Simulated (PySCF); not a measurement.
Ta(S)(F)2(OH) (F₂HOSTa), SMILES [OH][Ta]([F])([F])=[S], multiplicity 1.

Coordinates come from a B3LYP-D3(BJ)/def2-SVP optimisation. The spin state was assumed, not searched. The structure was generated by enumeration; whether it is a known compound was not checked. The def2 effective core potentials stand for the cores of Ta; spin–orbit coupling is left out. Other conformers were not sampled.

Two levels are set side by side: TDDFT-PBE/def2-SVPD (PySCF) and TDDFT-PBE0/def2-SVPD (PySCF). Vertical, same geometry. The lowest singlet is HOMO→LUMO 91 % with PBE and HOMO→LUMO 87 % with the other functional; states are paired by order. Differences are taken from unrounded values.

```csv
quantity,TDDFT-PBE0
lowest singlet excitation (eV),4.25
lowest triplet excitation (TDA) (eV),3.65
```

Q: What does TDDFT-PBE give, and how far is it from TDDFT-PBE0? (Estimate from the structure and the level; the computed values follow.)

A: 
```
quantity                              TDDFT-PBE  TDDFT-PBE minus TDDFT-PBE0
------------------------------------  ---------  --------------------------
lowest singlet excitation (eV)             4.10                       -0.15
lowest triplet excitation (TDA) (eV)       3.62                       -0.03
```

Functionals without exact exchange tend to place singlet excitations lower, as here. Differences between two approximate levels are no errors against the true value.

Rough cost on one machine, each run with all the roots and properties that it gave: TDDFT-PBE0 against TDDFT-PBE about 4 times.
